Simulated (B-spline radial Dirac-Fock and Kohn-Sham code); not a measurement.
Two-hole binding energies of S⁺

System: S⁺, configuration [Ne] 3s2 3p3.

Input file task.json (cfg lists n, l and occupation; rrms is the nuclear radius in fm):

```json
{"items": [{
  "Z": 16,
  "q": 1,
  "cfg": [[1, 0, 2], [2, 0, 2], [2, 1, 6], [3, 0, 2], [3, 1, 3]],
  "A": 32,
  "rrms": 3.2611,
  "do": ["binding", "quiet", "double"]
}]}
```

Launch: `python xray_run.py task.json out`

These are calculated numbers from a radial B-spline solver; the model is Dirac-Fock ΔSCF + Breit + QED. U is the two-hole binding energy less the two single-hole energies, the effective repulsion of the holes after relaxation. Each two-hole energy is an average over J within one jj subconfiguration.

```
       holes  E(a) (eV)  E(b) (eV)  E(ab) (eV)  U (eV)
        1s⁻²     2493.9     2493.9      5203.6   215.7
1s⁻¹ 2p3/2⁻¹     2493.9      184.9      2732.8    54.0
        2s⁻²      250.9      250.9           ?       ?
2s⁻¹ 2p3/2⁻¹      250.9      184.9       470.6    34.8
2p3/2⁻¹ 3s⁻¹      184.9      33.23       234.6    16.5
```

Task: Give the missing two-hole energy and U.

Result: E(ab) = 540.9 eV and U = 39.1 eV.
